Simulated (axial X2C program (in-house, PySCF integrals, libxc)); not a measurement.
## Excited states of ZrP⁺ by EOM-EE-CCSD

Computed with an axial X2C code built on PySCF integrals: two-component X2C with atomic mean-field Coulomb and Gaunt terms, Gaussian nuclei, basis Zr dyall-acv3z, P dyall-av3z with contracted cores.

R = 2.148 Å (near the PBE0 minimum at charge 1 of the determinant lowest at the starting distance; the state shown can have its own minimum elsewhere).

Hartree–Fock spinors of ZrP⁺ (one of each Kramers pair; a window near the gap, which can cut inner shells):

| ω | occupied | ε (eV) | character |
| --- | --- | --- | --- |
| 1/2 | yes | -23.39 | 60% P s, 16% Zr d, 11% Zr p |
| 1/2 | yes | -13.38 | 48% Zr d, 40% P p, 3% Zr p |
| 3/2 | yes | -13.33 | 50% Zr d, 38% P p, 3% Zr p |
| 1/2 | yes | -13.32 | 57% P p, 26% Zr d, 5% Zr s |
| 1/2 | no | -5.48 | 55% Zr s, 16% Zr d, 12% Zr p |
| 1/2 | no | -4.12 | 52% Zr p, 27% Zr d, 17% P p |
| 3/2 | no | -4.09 | 50% Zr p, 29% Zr d, 17% P p |
| 3/2 | no | -3.93 | 90% Zr d, 4% P d, 3% Zr p |
| 5/2 | no | -3.90 | 93% Zr d, 4% P d, 2% P f |
| 1/2 | no | -3.73 | 42% Zr p, 40% Zr d, 11% P p |

Vertical excitation energies from the closed-shell determinant state of ZrP⁺:

```
 Ω  excitation (eV)   cm⁻¹       hole of the leading pair    particle of the leading pair  weight of the pair (for Ω = 0 its time-reversed partner can hold as much again)  singles weight
0⁻            1.092   8806            50% Zr dπ, 38% P pπ                       95% Zr dδ                                                                             0.25            0.94
0⁺            1.096   8836            50% Zr dπ, 38% P pπ                       95% Zr dδ                                                                             0.25            0.94
 1            1.110   8949            50% Zr dπ, 38% P pπ  42% Zr sσ, 37% Zr dσ, 12% P pσ                                                                             0.29            0.94
 2            1.122   9053            50% Zr dπ, 38% P pπ  42% Zr sσ, 37% Zr dσ, 12% P pσ                                                                             0.59            0.94
 1            1.185   9555  59% P pσ, 26% Zr dσ, 6% Zr sσ  43% Zr sσ, 36% Zr dσ, 12% P pσ                                                                             0.92            0.92
0⁻            1.185   9556  59% P pσ, 26% Zr dσ, 6% Zr sσ  43% Zr sσ, 36% Zr dσ, 12% P pσ                                                                             0.46            0.92
 1            1.277  10297  58% P pσ, 26% Zr dσ, 7% Zr sσ                       95% Zr dδ                                                                             0.91            0.91
 2            1.304  10519  58% P pσ, 26% Zr dσ, 7% Zr sσ                       95% Zr dδ                                                                             0.66            0.91
 3            1.390  11209            50% Zr dπ, 38% P pπ                       95% Zr dδ                                                                             0.78            0.93
0⁺            1.402  11310  59% P pσ, 25% Zr dσ, 6% Zr sσ  45% Zr sσ, 34% Zr dσ, 11% P pσ                                                                             0.45            0.91
 2            1.405  11333            50% Zr dπ, 39% P pπ                       95% Zr dδ                                                                             0.92            0.93
```

This point took 81 s on 1 thread of Arm Neoverse V1, with other jobs on the host.

Reference electrons by ω block (each with its −ω partner): 1/2: 19, 3/2: 7, 5/2: 1. 16 electrons of ZrP⁺ correlated (inner shells frozen), 88 natural virtual spinors (a truncated set); levels can be off by some tenths of an eV. Roots sought by Ω: (0: 5, 1: 4, 2: 3, 3: 1); rows need 60 % singles weight and stop where some Ω has no more roots. Missing are any skipped roots, higher Ω and states of a further excitation; these come out far too high here and may in truth be low or lowest. T1 of the reference 0.033 (Lee–Taylor). Number of frozen shells: Zr 3 s, 2 p, 1 d; P 2 s, 1 p. Large amplitudes in the reference (orbital relaxation or multireference character) lower the reliability.
